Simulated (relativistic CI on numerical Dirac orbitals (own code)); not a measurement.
One change at a time: Au³⁺

Base calculation: Dirac-Coulomb-Breit CI, orbitals from a KLI potential per configuration, model QED (radiative potential, 1s self-energy scaled to tabulated hydrogen-like ionisation energies), valence Slater integrals scaled by 0.85, P86 correlation energy added to each configuration.

CI space (outside the closed core [Kr] 4d10 4f14 5s2): 5p⁶5d⁸, 5p⁶5d⁷6s, 5p⁶5d⁷6p, 5p⁶5d⁷5f, 5p⁶5d⁷6d, 5p⁶5d⁶6s6p, 5p⁶5d⁷7s, 5p⁶5d⁷7p, 5p⁶5d⁷8s, 5p⁶5d⁷7d, 5p⁵5d⁹, 5p⁶5d⁷6f, 5p⁶5d⁷8p, 5p⁶5d⁷5g, 5p⁶5d⁷8d, 5p⁶5d⁶5f6s, 5p⁶5d⁶6p7s, 5p⁶5d⁶6s², 5p⁶5d⁵6s²6p, 5p⁶5d⁵5f6s², 5p⁶5d⁵6s²6d, 5p⁶5d⁵6s²7s, 5p⁶5d⁵6s²7p, 5p⁶5d⁶6s7s, 5p⁶5d⁵6s6p7s, 5p⁶5d⁵5f6s7s, 5p⁶5d⁵6s6d7s, 5p⁶5d⁵6s7s², 5p⁶5d⁵6s7s7p. Double excitations out of closed p, d and f shells are left out; levels of such configurations are missing from the list, as are those of other unlisted configurations, and high levels can miss mixing partners.

Variants: (1) no correlation estimate; (2) Slater integrals left unscaled; (3) non-relativistic limit; (4) only the first 3 configurations. Shifts of the energy above 5p⁶5d⁸ ³F4, in cm⁻¹, for the lowest level and the first level of each name with at least 55 % of one term (blank where a level changes its place among those of its configuration and J or its character, or is not in the variant):

| Level | Base | Δ(1) | Δ(2) | Δ(3) | Δ(4) | Measured |
| --- | --- | --- | --- | --- | --- | --- |
| 5p⁶5d⁸ ³F4 | 0.0 | 0.0 | 0.0 | 0.0 | 0.0 | 0.0 |
| 5p⁶5d⁸ ³F3 | 11405.5 | -7.5 | -81.9 | -11405.5 | +95.4 | 12293.7 |
| 5p⁶5d⁸ ³P0 | 18964.6 | -66.6 | +2220.0 | -7278.3 | +402.5 | 18185.2 |
| 5p⁶5d⁸ ³P1 | 21886.5 | -95.0 | +1461.7 | -10200.1 | +338.7 | 21490.0 |
| 5p⁶5d⁸ ¹G4 | 25538.7 | -40.4 | +2415.5 | -9227.9 | +45.9 | 25702.1 |
| 5p⁶5d⁸ ¹S0 | 54501.3 | -62.4 | +6099.7 | -13514.8 | +493.0 | 55277.8 |
| 5p⁶5d⁷6s ⁵F5 | 56370.2 | -3668.3 | -2095.7 | +46941.6 | -466.7 | 51297.0 |
| 5p⁶5d⁷6s ⁵F4 | 63301.2 | -3667.9 | -1763.3 | +40010.6 | -347.2 |  |
| 5p⁶5d⁷6s ⁵F3 | 68497.0 | -3668.7 | -1707.8 | +34814.8 | -431.1 |  |
| 5p⁶5d⁷6s ⁵F1 | 71276.0 | -3660.0 | -924.0 | +32035.8 | -298.7 |  |
| 5p⁶5d⁷6s ⁵P3 | 74481.7 | -3672.8 | -181.2 |  | -294.5 | 68891.0 |
| 5p⁶5d⁷6s ³G5 | 79798.0 | -3674.1 | +426.8 | +39558.2 | -257.6 | 75093.2 |
| 5p⁶5d⁷6s ³F3 | 81336.7 | -3686.7 | +418.2 |  | +207.7 | 75819.3 |
| 5p⁶5d⁷6s ³H6 | 86154.2 | -3673.6 | +1236.8 | +37279.7 | -295.7 |  |

For a near-neutral ion this model can misplace configurations by up to about 10,000 cm⁻¹ (more where the count of f electrons changes) and terms by 10 to 25 % of their spread. Rates follow the energies as ν³ (E1, M1) or ν⁵ (E2), so they and the lifetimes can be off by large factors. The fine structure of a lone outer electron comes out too small, for d and f at times inverted, and misplaced configurations move strength between like terms. 9 of the 16 excited levels that our extract of the measured tables holds in this range could be paired (the sources list more); they are missed by 2654 cm⁻¹ on average and 5591 at most, and levels without a partner can miss by more. Some levels of the ground configuration have no partner and can miss by 10 % or more. The lowest levels of unpaired configurations miss by +3022 (5p6 5d7 6p).

Measured levels: Zainab et al., Astrophys. J. Suppl. Ser. 267, 12 (2023).

Ionisation energy from the two ground configurations alone: base 45.91 eV; no correlation estimate 44.53 eV; Slater integrals left unscaled 45.75 eV. The NIST ASD value (theoretical) is 45 eV. The gap of more than 2 % comes from missing correlation, or from a tabulated value that is itself an estimate.

LS names give the leading component of a level, which can be under half, so a name can repeat, a term be missing and a line seem to break the LS rules.
